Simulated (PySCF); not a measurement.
# Which determinant of KLi lies lowest?

Unrestricted PBE0; basis K x2c-TZVPall, Li x2c-TZVPall; spin-free X2C with a Gaussian nucleus; PySCF 2.14. Outer shells of the fragments: K 4s1; Li 2s1.

Followed along the bond (rough minima from three points):

| 2Ms+1 | unpaired | ⟨S²⟩ at the start | R at minimum (Å) | Te (eV) |
| --- | --- | --- | --- | --- |
| 1 | none | 0.00 | 3.39 | 0.00 |
| 3 | σ ↑, π ↑ | 2.00 | 3.22 | 1.29 |
| 3 | σ ↑↑ | 2.00 | none in the scan | ≤ 0.61 |

Solutions found at the starting distance of 3.230 Å, counted from the lowest of them; the search is not exhaustive and high or unbound solutions are not listed, so other states can lie among these:

```csv
2Ms+1,unpaired,term,E (eV),⟨S²⟩,⟨Lz²⟩,μ (D)
1,none,¹Σ⁺,0.00,0.00,0.00,-3.21
3,σ ↑↑,³Σ⁺,0.86,2.00,0.00,-0.66
3,"σ ↑, π ↑",³Π,1.28,2.00,1.00,-4.17
1,"σ ↑, π ↓",mixed,1.78,1.00,1.00,-3.16
```

A term symbol is given only where ⟨S²⟩ and ⟨Lz²⟩ are close to those of a pure state; real π, δ and φ orbitals otherwise mix terms. A positive dipole means K(−)Li(+).

The measured ground state is X ¹Σ+ (Huber and Herzberg, Constants of Diatomic Molecules (1979)).

Counting both spins, an empty level lies below a filled one in some of these solutions, because spin and occupation are held.
